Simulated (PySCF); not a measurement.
## Two-dimensional NMR puzzle

Compound of formula C₅H₉NOSi. Correlations simulated from computed shifts and the bond graph:

HSQC (one-bond C–H):
```
  δH     δC
7.02  136.0
6.44  120.9
2.02   11.0
```

COSY cross peaks (H two or three bonds apart, from the bond graph; peaks can be absent where the dihedral angle is near 90°):
```
  δH    δH
7.02  6.44
```

HMBC (two and three bonds, from the bond graph):
```
  δH                        δC
7.02        157.5, 120.9, 95.3
6.44  157.5, 136.0, 95.3, 11.0
4.86                     157.5
2.02        157.5, 120.9, 95.3
```

Carbons without hydrogens: δ 157.5, 95.3.

- GFN2-xTB structure
- PBE0/pcSseg-1 with gauge-including orbitals
- program: PySCF
- single conformer, non-relativistic Hamiltonian, in vacuum, rapidly exchanging positions averaged

References, each an isolated molecule treated in the same way: 1H (σ = 31.72 ppm) and 13C (σ = 186.93 ppm) against TMS.

Exchangeable hydrogens are left out of these lists.

Assemble the structure.

Results:

SMILES o1ccc(C)c1N[SiH3].

Atom-mapped SMILES (the numbers label the heavy atoms): `[CH3:1][c:2]1[cH:3][cH:4][o:5][c:6]1[NH:7][SiH3:8]` (H(Xn): hydrogen on atom n).

1. δC 157.5 is C6, an aromatic carbon bearing nitrogen.
2. δC 136.0 is C4, an aromatic CH next to the ring oxygen (δH 7.02).
3. δC 120.9 is C3, an aromatic CH (δH 6.44).
4. δC 95.3 is C2, a substituted aromatic carbon.
5. δC 11.0 is C1, a methyl carbon on an aromatic ring (δH 2.02).
6. HMBC from δH 7.02 reaches the proton-free carbons C6, C2.
7. HMBC from δH 6.44 reaches the proton-free carbons C6, C2.
8. HMBC from δH 4.86 reaches the proton-free carbon C6.
9. HMBC from δH 2.02 reaches the proton-free carbons C6, C2.
10. COSY links 7.02–6.44.

The data come from this structure; uniqueness wasn't tested.

Exchangeable OH/NH protons stand at their gas-phase positions; hydrogen bonding in a real sample shifts them, mostly to higher δ. Shifts are as computed. Against solution values, carbons near 30 ppm lie about +3 ppm off and those near 130 ppm about +5 ppm. Of 1309 compounds with measured shifts, 239 miss one by over three times the rms of a fit or turn the order of signals round; such compounds aren't used in these exercises.
